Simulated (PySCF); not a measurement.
[Sm(NH3)]2+ at several levels of theory

Computed with PySCF 2.14.0 (density fitting, no spin-orbit coupling) at the geometry relaxed with r2SCAN:

```xyz
5
[Sm(NH3)]2+ (singlet in the valence; each metal's 4f electrons, 6 of them, lie in its core potential, out of spins and levels)
Sm    0.0000    0.0000   -0.2249
N     0.0000    0.0000    2.3879
H     0.9309    0.0000    2.8320
H    -0.4655    0.8062    2.8320
H    -0.4654   -0.8062    2.8320
```

```tsv
level	basis	state	HOMO (eV)	gap (eV)	charge on Sm1 (e)	population of f-type functions on Sm1 (polarisation alone where 4f lies in the core)	dipole about the centre of mass (D)	largest force component (eV/Å)
r2SCAN	Sm lcecp-0-SVP with ECP52, N def2-SVP, H def2-SVP	singlet	–	–	1.73	0.01	2.10	0.00
CAM-B3LYP	the same	singlet	–	–	1.72	0.01	2.07	0.09
BP86	the same	singlet	–	–	1.69	0.01	2.30	0.39
PBE0	the same	singlet	–	–	1.72	0.01	2.12	0.08
wB97X	the same	singlet	–	–	1.74	0.01	1.93	0.14
```

In the lcecp rows the 4f levels are missing from HOMO and gap, and the state counts the valence alone.

Charges are Mulliken's, which hang on the basis. The relaxation used the grid (50, 194), these runs (75, 302) or, all-electron (x2c bases, spin-free X2C Hamiltonian), (99, 590).

Task: What does r2SCAN with Sm lcecp-0-TZVP with ECP52, N def2-TZVP, H def2-TZVP give here?

Result: state singlet, charge on Sm1 (e) 1.83, population of f-type functions on Sm1 (polarisation alone where 4f lies in the core) 0.01, dipole about the centre of mass (D) 2.15, largest force component (eV/Å) 0.37. Time: 14 s on 2 threads of Arm Neoverse V1, on a shared host, from free ions and atoms.

No frequency check is given that shows the relaxed geometry to be a minimum. An lcecp potential fixes the number of 4f electrons, so in runs with it no electron can move into or out of that shell.
